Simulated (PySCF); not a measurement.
## PySCF run on KH⁺

Input:

```python
from pyscf import gto, scf, ci

mol = gto.M(
    atom='K 0 0 0; H 0 0 2.365',
    basis='pcseg-2',
    charge=1,
    spin=3,
    verbose=3,
)
mf = scf.UHF(mol)
mf.kernel()
ci.CISD(mf, frozen=5).kernel()
mf.dip_moment()
print('orbital energies (hartree):', [e[max(0, n-3):n+3].round(4) for e, n in zip(mf.mo_energy, mol.nelec)])
```

```bash
$ python input.py
```

It prints (some set-up lines and the per-cycle HOMO/LUMO lines with their warnings removed):

```
converged SCF energy = -598.772024480576  <S^2> = 3.755674  2S+1 = 4.002836
E(UCISD) = -598.9171380869775  E_corr = -0.1451136064019503

WARN: System has nonzero charge 1; the dipole moment is origin-dependent.
Location of origin: [0. 0. 0.]

Dipole moment(X, Y, Z, Debye): -0.00000,  0.00000,  1.63521
orbital energies (hartree): [array([-1.411 , -0.7643, -0.3858, -0.1492, -0.1324, -0.1228]), array([-2.0938, -1.373 , -1.3692, -0.7675, -0.2049, -0.1349])]
```

In short: E(SCF) = -598.772024 Eh, E(CISD) − E(SCF) = -0.14511 Eh, ⟨S²⟩ = 3.756.

Wall time 2.9 s on one thread of a shared host.

The bond length is a typed value, not an optimised one. The dipole of an ion depends on the origin. No search for the lowest solution was made.
